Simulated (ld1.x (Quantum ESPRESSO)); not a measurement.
B (Z = 5): one change to a TM potential, before and after

ld1.x (Quantum ESPRESSO) 7.5 input, shortened:

```
&input
   title='B', zed=5., rel=1, dft='BLYP', iswitch=3,
   config='[He] 2s1 2p2 3d-2'
 /
 &inputp
   pseudotype=2, tm=.true., lloc=-2, rcloc=1.15,
   nlcc=.true., rcore=1.30
 /
3
2S  1  0   1.00   0.00  1.35  1.35  0.0
2P  2  1   2.00   0.00  3.40  3.40  0.0
3D  3  2  -2.00   0.35  3.20  3.20  0.0
 &test
   configts(1)='2s1 2p2'
 /
```

All-electron outer shells of the reference configuration (BLYP, scalar-relativistic, ld1.x):

```
shell  level (eV)  outermost node (bohr)  outermost maximum (bohr)
   1s     -182.13                      –                      0.21
   2s       -9.77                   0.46                      1.50
   2p       -3.97                      –                      1.53
```

Change: wave 2p (bound): rc 3.40 bohr becomes 2p (bound): rc 3.84 bohr.

Cutoffs: the cutoffs (Ry, on a coarse ladder) from which the occupation-weighted sum of valence levels, in a spherical-Bessel basis at the reference potential, stays within 10 and 1 mRy of its value at 400 Ry; they do not see the model core or the augmentation charge, which bear on the density cutoff. Errors are all-electron minus pseudo energies relative to the spin-unpolarised reference configuration.

**Question.** What does the change do?

**Answer.** The potential gets neither clearly harder nor softer (18 Ry and 45 Ry → 18 Ry and 45 Ry); the s channel sets the loose cutoff, while the largest relative change is in p, which becomes softer; of the 7 tests that both files solve, the error grows in 7 and shrinks in 0 by more than 15 % and 0.3 meV (median size 50.1 → 79.6 meV); neither file shows a bound ghost. More of the atom is replaced by a form fitted at one configuration, so other configurations suffer.

| quantity | base | changed |
| --- | --- | --- |
| cutoff, loose | 18 Ry | 18 Ry |
| cutoff, tight | 45 Ry | 45 Ry |
| loose cutoff by channel (10 mRy a level) | s 18 Ry, p 10 Ry | s 18 Ry, p 8 Ry |
| bound ghosts | none | none |
| error for 2s2 2p1, meV [ΔE -5.78 eV] | -20 | -31 |
| error for 2s2 2p0, meV [ΔE 2.39 eV] | +243 | +367 |
| error for 2s1 2p0, meV [ΔE 27.74 eV] | +775 | +1124 |
| error for 2s2 2p0.5, meV [ΔE -2.93 eV] | +50 | +80 |
| error for 2s0 2p3, meV [ΔE 5.81 eV] | -19 | -24 |
| error for 2s1 2p1, meV [ΔE 8.44 eV] | +75 | +123 |
| error for 2s2 2p1.3, meV [ΔE -6.50 eV] | -35 | -55 |
